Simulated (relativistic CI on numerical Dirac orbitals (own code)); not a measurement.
I38+: sensitivity of the levels to the model

Base calculation: Dirac-Coulomb-Breit CI, KLI orbitals optimised for each configuration, model QED, unscaled Slater integrals.

Configuration list (outside the closed core [Ne]): 3s2.3p3, 3s.3p4, 3s2.3p2.3d, 3p5, 3s.3p3.3d, 3p4.3d, 3s.3p2.3d2, 3s2.3p.3d.4p, 3p4.4s, 3s.3p2.3d.4s, 3p4.4p, 3s2.3p2.4s, 3s2.3p.3d2, 3s2.3d3, 3s.3p.3d3, 3s2.3d2.4s, 3p3.3d2, 3p2.3d3, 3p2.3d2.4s, 3s2.3p.3d.4s, 3s.3p.3d2.4s, 3s2.3d.4s2, 3s.3p2.3d.4p, 3s.3p.3d2.4p, 3p2.3d2.4p, 3s.3p.3d.4s.4p. Double excitations out of closed p, d and f shells are left out; levels of such configurations are missing from the list, as are those of other unlisted configurations, and high levels can miss mixing partners.

The lowest level and the first level of each name with at least 55 % of one term (blank where a level has no safe partner in the second run):

```csv
Level,Base (cm⁻¹),Shift (cm⁻¹)
3s2.3p3 2P°_3/2,0,0
3s2.3p3 2D°_5/2,586223,+10
3s2.3p3 2P°_1/2,665983,+20
3s2.3p2.3d 4D_1/2,1724632,+2271
```

At this charge energies of transitions that change n are usually good to better than 1 %, and those within a shell (Δn = 0) to a few per cent.

(1) One thing was changed in a second run, which moved the levels as shown. Which?
A. configuration mixing switched off
B. Breit term removed
C. QED terms removed
D. P86 correlation estimate

Answers

(1) D. P86 correlation estimate. A correlation estimate moves all levels of a configuration together before mixing; mixed levels move by a weighted share.

LS names give the leading component of a level, which can be under half, so a name can repeat, a term be missing and a line seem to break the LS rules.
